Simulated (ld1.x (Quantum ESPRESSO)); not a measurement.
barium: TM pseudisation with PBE, scalar-relativistic reference atom.

barium, norm-conserving Troullier–Martins (Kleinman–Bylander form), made with ld1.x (Quantum ESPRESSO) 7.5 (PBE, scalar-relativistic). Core [Xe], reference 5d0 6s2 6p0. Waves: 6s (bound): rc 3.75 bohr; 6p (bound, empty): rc 3.45 bohr; 5d (bound, empty): rc 3.70 bohr. Local part: the d channel. Core correction: a·sin(br)/r model core, default radius (core density twice the valence density).

All-electron outer shells of the reference configuration (PBE, scalar-relativistic, ld1.x):

```csv
shell,level (eV),outermost node (bohr),outermost maximum (bohr)
5s,-33.67,0.80,1.47
5p,-18.74,0.86,1.67
6s,-3.23,1.97,4.16
5d,-2.02,1.00,2.49
6p,-1.24,2.36,5.40
```

Q: Does the generator finish with these settings?

A: Yes, a potential is produced and its reference levels are reproduced.

Q: Estimate the cutoffs (Ry, on a coarse ladder) from which the occupation-weighted sum of valence levels, in a spherical-Bessel basis at the reference potential, stays within 10 and 1 mRy of its value at 400 Ry.

A: 6 Ry and 6 Ry.

Q: Does the potential have ghost states?

A: Ghost states, extra bound levels that the all-electron valence spectrum of the same l lacks: s at -15.0 eV, p at -0.96 eV. A true bound ghost makes a file unfit for plane-wave use.

Its largest configuration-test error is -31 meV (5d1 6s1 6p0). 2 of 7 tests not solved or not reliable. Not counted: 5d0 6s0 6p2 (solver errors, printed error -7.0 eV); 5d0 6s0 6p1 (solver errors, printed error -1.9 eV).
